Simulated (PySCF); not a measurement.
# Computed records: AlGeH$_{5}$N$_{2}$, AlGeH$_{4}$N$_{2}$, BGeH$_{5}$NO

Calculation on a computer-drawn molecule: the log of a Hartree-Fock and frozen-core CCSD(T) single point meant for a local Hartree-Fock minimum, with one planted fault or none, to be diagnosed. Offsets are logged minus clean, where the clean run is the same molecule without the fault. The reference is restricted for singlets and unrestricted otherwise, and also for a bond in bohr or an excited solution. Adding or removing an electron swaps singlet and doublet. The excited solution moves the top pair (singlet) or top alpha electron (doublet) to the lowest empty orbital. Highest occupied and lowest empty are orbital energies over both spins, largest force is the largest gradient component, triples share is (T) over the correlation energy, the T1 limit is 0.02 restricted and 0.045 unrestricted, electrons count all cores, a negative frequency is imaginary (commonest isotopes), and the dipole is about the centre of nuclear charge; on germanium a core potential holds 10 electrons, which the energies leave out, and 3d is frozen in MP2 and coupled-cluster steps. Program: PySCF 2.14.0.

Common to all runs: meant multiplicity 1; meant basis and core potential on germanium cc-pVDZ-PP ECP10MDF; logged SCF converged yes; logged spin squared 0; logged CC converged yes; logged SCF stable within its kind yes; possible faults no fault, one electron removed, one electron added, multiplicity raised by two, geometry at a saddle point, SCF held on an excited solution, minimal basis STO-3G, one bond length entered in bohr, all coordinates scaled.

(1) 
```xyz
9
formula=AlGeH5N2 meant_charge=0 meant_basis=cc-pV(D+d)Z logged_electrons=64 logged_basis_functions=99 logged_highest_occupied=-7.3972 logged_lowest_empty=0.99927 logged_largest_force=9.077e-06 logged_lowest_frequency=53.054 logged_T1_diagnostic=0.019997 logged_D1_diagnostic=0.070253 logged_triples_share=0.029104 logged_dipole_magnitude=2.3135 logged_energy_HF=-647.14449 logged_energy_CCSD(T)=-647.69257 planted_fault=no_fault HF_energy_offset_from_clean_run=0 CCSD(T)_energy_offset_from_clean_run=0
N     -0.7796    -0.6889     2.5361
Al     0.3959    -1.6989     1.6713
Ge     2.6091    -0.6071     0.8020
N      1.8353     0.9873     0.3716
H     -1.6580    -1.0083     2.9029
H     -0.6538     0.2772     2.7755
H     -0.0324    -3.2215     1.4966
H      0.8730     1.2524     0.4597
H      2.3819     1.7315    -0.0216
```

Units: logged_highest_occupied, logged_lowest_empty in eV; logged_largest_force in hartree/bohr; logged_lowest_frequency in cm⁻¹; logged_dipole_magnitude in debye; logged_energy_HF, logged_energy_CCSD(T) in hartree; HF_energy_offset_from_clean_run, CCSD(T)_energy_offset_from_clean_run in kcal/mol.

Drawn bonds:
```csv
atom,other atom,order
1,2,1
2,3,1
3,4,1
1,5,1
1,6,1
2,7,1
4,8,1
4,9,1
```

(2) 
```xyz
8
formula=AlGeH4N2 meant_charge=1 meant_basis=cc-pV(D+d)Z logged_electrons=62 logged_basis_functions=94 logged_highest_occupied=-15.072 logged_lowest_empty=-3.4206 logged_largest_force=2.49e-05 logged_lowest_frequency=78.003 logged_T1_diagnostic=0.019085 logged_D1_diagnostic=0.057834 logged_triples_share=0.031011 logged_dipole_magnitude=2.8389 logged_energy_HF=-646.31442 logged_energy_CCSD(T)=-646.8257 planted_fault=no_fault HF_energy_offset_from_clean_run=0 CCSD(T)_energy_offset_from_clean_run=0
N      0.0007     2.3281     0.9391
Al     0.5664     0.9263     0.1233
N      1.1122    -0.4267    -0.6644
Ge     1.6698    -1.8053    -1.4577
H     -0.4803     3.0960     0.5034
H      0.1013     2.5040     1.9238
H      1.4677    -1.9870    -2.9472
H      2.3898    -2.9046    -0.7056
```

Units: logged_highest_occupied, logged_lowest_empty in eV; logged_largest_force in hartree/bohr; logged_lowest_frequency in cm⁻¹; logged_dipole_magnitude in debye; logged_energy_HF, logged_energy_CCSD(T) in hartree; HF_energy_offset_from_clean_run, CCSD(T)_energy_offset_from_clean_run in kcal/mol.

Drawn bonds:
```csv
atom,other atom,order
1,2,1
2,3,2
3,4,1
1,5,1
1,6,1
4,7,1
4,8,1
```

(3) 
```xyz
9
formula=BGeH5NO meant_charge=1 meant_basis=cc-pVDZ logged_electrons=56 logged_basis_functions=90 logged_highest_occupied=-16.406 logged_lowest_empty=-4.8908 logged_largest_force=0.052554 logged_T1_diagnostic=0.024603 logged_D1_diagnostic=0.093123 logged_triples_share=0.031118 logged_dipole_magnitude=1.6168 logged_energy_HF=-450.07194 logged_energy_CCSD(T)=-450.65746
N     -0.6431    -2.5479    -0.5950
Ge     0.0625    -1.5060    -1.9246
B     -0.5925     0.6594    -2.0227
O     -0.1248     1.5413    -2.9752
H     -0.4032    -3.5707    -0.4615
H     -1.3346    -2.1905     0.1223
H      1.0697    -2.3570    -2.8288
H     -1.4147     0.9817    -1.1369
H      0.5308     1.2736    -3.6773
```

Units: logged_highest_occupied, logged_lowest_empty in eV; logged_largest_force in hartree/bohr; logged_dipole_magnitude in debye; logged_energy_HF, logged_energy_CCSD(T) in hartree.

Drawn bonds:
```csv
atom,other atom,order
1,2,1
2,3,1
3,4,1
1,5,1
1,6,1
2,7,1
3,8,1
4,9,1
```

Notes: T1 above single-reference limit.

Questions
1. Which fault was planted in the run of BGeH$_{5}$NO (entry 3)?

## Answers
1. all coordinates scaled, by +5.3 %

Further results for BGeH$_{5}$NO (entry 3):

```
HF energy offset from clean run      : 14.41 kcal/mol
CCSD(T) energy offset from clean run : 5.864 kcal/mol
```
